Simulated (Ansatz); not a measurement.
```yaml
crystal:
  periodic: [false, false, false]
  atoms:
    - {symbol: Cl, position_ang: [-1.343888, -0.630654, 1.566832]}
    - {symbol: Ge, position_ang: [0.007842, -0.080271, 0.026522]}
    - {symbol: Cl, position_ang: [1.992495, -0.557228, 0.550786]}
    - {symbol: Cl, position_ang: [-0.458638, -1.224445, -1.707233]}
    - {symbol: I, position_ang: [-0.141289, 2.332751, -0.556883]}
basis:
  gaussian: {orbitals: def2-TZVPD}
magnetization: {spin_polarized: true, initial_magnetization: 0}
hamiltonian: {xc: {name: r2SCANh}, dispersion: d4}
scf: {lower_state_search: full}
```

```sh
$ ansatz run in.yaml --threads 4 --pin off --events-out ev --progress --plain --max-ram 10444MiB
```

Shortened log:

```
Functional definition: r2SCANh
1663 factors; their error is unknown
mean field evaluation 1: about -102192.0286 eV, gradient 1.8e1 eV
mean field evaluation 2: about -102191.2529 eV, gradient 2.5e1 eV
mean field evaluation 4: about -102192.9854 eV, gradient 8.7e-1 eV
mean field evaluation 8: about -102193.1916 eV, gradient 7.3e-2 eV
mean field -102193.19163324 eV, -3755.5305234884 hartree, gradient 2.4e-5 eV, S^2 0.000000; 0 other end points of the search recorded, 0 dependent functions left out
reference -102193.19166616 eV, -3755.5305246982 hartree; 54, 54 occupied and 197, 197 virtual orbitals, 1663 factors
Total energy: -102193.26225990 eV, -3755.5331189704 hartree
```

It took 23 s on 4 threads of an Arm Neoverse V1 on a shared host, with 1.6 GiB of host memory at the peak.
